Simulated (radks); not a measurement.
Problem. Isoelectronic series with 8 electrons, all held in the configuration [He] 2s2 2p4, which need not be the ground one along the series. Method: non-relativistic Kohn-Sham, SCAN, spin-polarised, spherical densities, point nucleus; open shells are filled with parallel spins first (spin-orbit coupling, left out, can overturn this in heavy ions); meta-GGA in the generalised Kohn-Sham scheme; computed with a radial shooting solver on a logarithmic mesh with Libxc functionals. Total energies (hartree) and orbital eigenvalues (hartree):

| ion | E (hartree) | 2p down | 2p up | 2s down |
|---|---|---|---|---|
| O | -75.04403 | -0.24928 | -0.40353 | -0.83596 |
| Si6+ | -271.83828 | -8.28026 | -8.69593 | -9.87371 |
| Cl9+ | -417.54867 | -15.71391 | -16.25828 | -17.81040 |
| Ca12+ | -594.77118 | -25.40475 | -26.07726 | -28.00374 |
| Fe18+ | -1043.73341 | -51.54659 | -52.47435 | -55.14945 |
| Cu21+ | -1315.46936 | -67.99520 | -69.05029 | -72.09963 |
| Ge24+ | -1618.70700 | -86.69486 | -87.87713 | -91.30069 |
| Br27+ | -1953.44600 | -107.6453 | -108.9546 | -112.7524 |
| Sr30+ | -2319.68629 | -130.8462 | -132.2826 | -136.4545 |
| Nb33+ | -2717.42694 | -156.2976 | -157.8609 | -162.4070 |
| Ru36+ | -3146.66844 | -183.9993 | -185.6895 | -190.6098 |

Estimate the row of V15+.

Solution. E (hartree) -803.50024; 2p down -37.34950; 2p up -38.14976; 2s down -40.45057.
